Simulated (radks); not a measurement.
Nd30+, configuration [Ar] 3d10 4s2 (the NIST ground configuration). Calculated with a radial shooting solver on a logarithmic mesh with Libxc functionals: Dirac Kohn-Sham, PBEsol, spin-unpolarised, spherical densities, point nucleus.

Radial electron density D(r) = 4 pi r^2 rho(r):

r (bohr),D(r) (e/bohr)
0.001731,7.903
0.001952,9.548
0.0022,11.50
0.002481,13.79
0.00282,16.67
0.003179,19.81
0.003585,23.41
0.004042,27.49
0.004557,32.06
0.005138,37.11
0.005839,42.95
0.006584,48.75
0.007423,54.73
0.00837,60.68
0.009437,66.36
0.01064,71.48
0.012,75.73
0.01363,78.97
0.01537,80.55
0.01733,80.62
0.01954,79.27
0.02204,76.84
0.02484,73.92
0.02824,71.19
0.03184,69.95
0.0359,70.84
0.04047,74.33
0.04563,80.26
0.05145,87.78
0.05848,95.74
0.06593,101.1
0.07434,102.6
0.08382,99.50
0.0945,92.43
0.1066,83.58
0.1211,75.61
0.1365,72.36
0.154,74.14
0.1736,79.25
0.1957,83.98
0.2207,84.19
0.2488,77.44
0.2828,63.23
0.3188,46.79
0.3595,31.49
0.4053,20.10
0.457,13.01
0.5152,8.932
0.5856,6.062
0.6603,3.864
0.7444,2.094
0.8394,0.9192
0.9464,0.3162
1.067,0.08260
1.213,0.01406
1.367,0.001879
1.542,0.0001715

D(r) has 3 maxima, at r = 0.0164, 0.0732, 0.209 bohr, and minima at 0.0324, 0.139 bohr, inside which lie 2.03, 11.24 electrons.
